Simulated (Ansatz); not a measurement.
Isolated molecules relaxed with PBE0-D4/def2-TZVP in Ansatz; ΔE leaves out vibrations. CCSD(T)/CBS is the MP2 limit (def2-TZVPP, def2-QZVPP) plus CCSD(T) − MP2 in def2-TZVPP, frozen cores. This one scheme is used for every species. Double bonds are as drawn, so ΔE can hold a change between cis and trans. DFT in def2-TZVPP.

Reaction (hydrogenolysis of a C–Cl bond): `C/C(Cl)=[CH]\[AlH2]` + H₂ → `C/C=[CH]/[AlH2]` + HCl

`C/C(Cl)=[CH]\[AlH2]`:

Z-matrix (Å, degrees):
```
C
C 1 1.488
H 1 1.093 2 110.3
H 1 1.093 2 110.3 3 118.0
H 1 1.090 2 110.9 3 -121.0
Cl 2 1.751 1 111.7 3 -58.8
C 2 1.335 1 128.2 3 121.2
Al 7 1.934 2 125.7 1 -0.0
H 7 1.089 2 115.7 1 180.0
H 8 1.587 7 121.1 2 -0.5
H 8 1.585 7 118.3 2 179.5
```

H₂:

```xyz
2

H     0.044    0.370    0.009
H    -0.044   -0.370   -0.009
```

`C/C=[CH]/[AlH2]`:

Z-matrix (Å, degrees):
```
C
C 1 1.490
H 1 1.095 2 110.7
H 1 1.095 2 110.7 3 -117.6
H 1 1.091 2 111.6 3 121.2
C 2 1.340 1 126.3 3 -121.4
H 2 1.092 1 114.8 3 58.6
Al 6 1.929 2 119.8 1 -179.9
H 6 1.092 2 116.3 1 0.0
H 8 1.590 6 117.1 2 -0.2
H 8 1.589 6 122.2 2 179.8
```

HCl:

Z-matrix (Å, degrees):
```
Cl
H 1 1.279
```

```json
{"level": "B2PLYP", "ΔE (kcal/mol)": "-15.4"}
{"level": "PBE0", "ΔE (kcal/mol)": "-15.1"}
{"level": "HF/def2-TZVPP", "ΔE (kcal/mol)": "-22.0"}
{"level": "SCS-MP2/def2-TZVPP", "ΔE (kcal/mol)": "-14.8"}
{"level": "CCSD/def2-TZVPP", "ΔE (kcal/mol)": "-17.4"}
{"level": "CCSD(T)/def2-TZVPP", "ΔE (kcal/mol)": "-15.5"}
{"level": "SCS-MP2/def2-QZVPP", "ΔE (kcal/mol)": "-14.4"}
{"level": "HF/CBS(def2)", "ΔE (kcal/mol)": "-22.0"}
```

(1) What does CCSD(T)/CBS give? (Best estimate.)

Largest T1 diagnostic among the species: 0.011.

Answers

(1) Ansatz gave: -14.7 kcal/mol. The listed levels differ from it by -0.7, -0.4, -7.3, -0.1, -2.7, -0.8, 0.3, -7.3 kcal/mol.

The D4 term adds +2.5 kcal/mol with B3LYP and +1.3 kcal/mol with PBE0; it sums over pairs of atoms, weighted by their polarisabilities, and B3LYP, whose exchange is more repulsive, gets the larger term. In def2-TZVPP, CCSD(T) changes the Hartree–Fock value by +6.5 kcal/mol (the triples alone add +1.8 kcal/mol) and MP2 by +8.7 kcal/mol.

B3LYP here is the variant with VWN-RPA as its local correlation; programs differ in this.
